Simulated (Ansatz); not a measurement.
F2H4Si2 (`F[SiH2][SiH2]F`). Charge 0, multiplicity 1. Geometry: relaxed with PBE0-D4/def2-TZVP. It is one conformer, not always the lowest.

```xyz
8

F     1.936   -1.048    0.524
Si    0.490   -0.492    0.951
Si   -0.490    0.491   -0.951
F    -1.936    1.049   -0.523
H    -0.313   -1.634    1.457
H     0.679    0.496    2.044
H     0.314    1.633   -1.457
H    -0.681   -0.496   -2.044
```

(1) What is the dipole moment at B3LYP/def2-TZVPP? (Best estimate.)

(2) Give the Mulliken charges with B3LYP, PBE, ωB97M-V in def2-TZVPP. (Estimate.)

## Answers

(1) Ansatz gave: 0.00 D, zero by symmetry or nearly so.

(2) Computed: 
| atom | B3LYP | PBE | ωB97M-V |
| --- | --- | --- | --- |
| F1 | -0.33 | -0.29 | -0.32 |
| Si2 | 0.48 | 0.41 | 0.39 |
| Si3 | 0.48 | 0.41 | 0.39 |
| F4 | -0.33 | -0.29 | -0.32 |
| H5 | -0.07 | -0.06 | -0.03 |
| H6 | -0.07 | -0.06 | -0.03 |
| H7 | -0.07 | -0.06 | -0.03 |
| H8 | -0.07 | -0.06 | -0.03 |

B3LYP here is the variant with VWN-RPA as its local correlation; programs differ in this.
